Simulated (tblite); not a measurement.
Species: C7H8P2S.
SMILES with atom numbers: `[CH:1]#[C:2][P@@H:3](=[S:4])[C:5]#[C:6][P:7]([CH3:8])[CH:9]=[CH2:10]` (hydrogens: H11 on C1; H12 on P3; H13, H14, H15 on C8; H16 on C9; H17, H18 on C10)

The geometry is computed with GFN2-xTB (gas phase).

What internal coordinates does the optimisation give?

| bond | length (bohr) |
| --- | --- |
| C1≡C2 | 2.273 |
| C2–P3 | 3.336 |
| P3=S4 | 3.652 |
| P3–C5 | 3.322 |
| C5≡C6 | 2.293 |
| C6–P7 | 3.340 |
| P7–C8 | 3.512 |
| P7–C9 | 3.448 |
| C9=C10 | 2.499 |
| C1–H11 | 1.988 |
| P3–H12 | 2.645 |
| C8–H13, C8–H14, C8–H15 | 2.057 |
| C9–H16 | 2.050 |
| C10–H17 | 2.037 |
| C10–H18 | 2.037 |

Bonds in one row agree within 0.02 bohr and their mean is given. A selection of angles:
| angle | degrees |
| --- | --- |
| C1–C2–P3 | 172.3 |
| C2–P3–S4 | 115.6 |
| C2–P3–C5 | 104.0 |
| S4–P3–C5 | 115.3 |
| P3–C5–C6 | 166.1 |
| C5–C6–P7 | 170.4 |
| C6–P7–C8 | 97.3 |
| C6–P7–C9 | 98.2 |
| C8–P7–C9 | 97.7 |
| P7–C9–C10 | 126.2 |

Dihedral angles: C6–P7–C9–C10 -24° (synperiplanar).

Of the pairs four or more bonds apart, C6···H17 is among the closest relative to their van der Waals radii: 2.58 Å, 89 % of the sum of Bondi's values. The 5 C–P bonds span 1.758 Å (P3–C5, drawn single) to 1.859 Å (P7–C8, drawn single), a spread of 0.101 Å. P3 (phosphorus bonded to 2 C, S and H) is distorted tetrahedral (angles from 100.9° to 116.9°). P7 (phosphine phosphorus) is pyramidal (angles 98.2°, 97.7° and 97.3°, sum 293.2°, 0.90 Å off the plane of its three neighbours). The 3 C–C bonds span 1.203 Å (C1≡C2, drawn triple) to 1.322 Å (C9=C10, drawn double), a spread of 0.119 Å.

Point group: C1 (no symmetry element, even within 0.4 Å). Its lowest GFN2-xTB frequency is 9i cm⁻¹, too small to tell a flat minimum from a shallow saddle. One conformer, not necessarily the lowest. 3 starts were optimised and ended at 0.00, 0.33 and 0.70 kcal/mol (GFN2-xTB); the lowest of these is shown.

Time: 5.9 s. Hardware: one thread of an AMD EPYC, shared host with 64 logical CPUs at a one-minute load of 61. These figures are those of the optimisation.
